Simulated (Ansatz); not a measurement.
Molecule: prop-2-enylboronic acid, C3H7BO2, net charge 0, singlet state. 
Geometry from a B3LYP-D3(BJ)/def2-TZVP (Ansatz, a first-principles code) optimisation:
```
C
H 1 1.0913
H 1 1.0988 2 106.96
C 1 1.4998 2 110.70 3 -118.63
C 4 1.3276 1 125.17 2 -6.12
H 5 1.0825 4 121.51 1 -178.85
H 5 1.0845 6 116.90 4 179.94
H 4 1.0861 5 119.04 6 -0.42
B 1 1.5790 2 110.13 3 115.68
O 9 1.3702 1 118.30 2 -7.89
H 10 0.9627 9 116.19 1 -178.88
O 9 1.3715 10 123.67 11 0.36
H 12 0.9620 9 116.41 10 1.05
```

Basis-set convergence of Hartree-Fock and MP2 correlation energies (hartree) with Ansatz. Correlated levels leave the core frozen unless marked. Spin-orbit coupling is left out. No relativistic terms.

| basis | functions | E(HF) | E(corr, MP2) |
|---|---|---|---|
| aug-cc-pVDZ | 201 | -292.22775 | -0.90438 |
| aug-cc-pVTZ | 437 | … | … |

Task: Complete the blanks.

Result: 
- aug-cc-pVTZ, E(HF): -292.30304
- aug-cc-pVTZ, E(corr, MP2): -1.09245
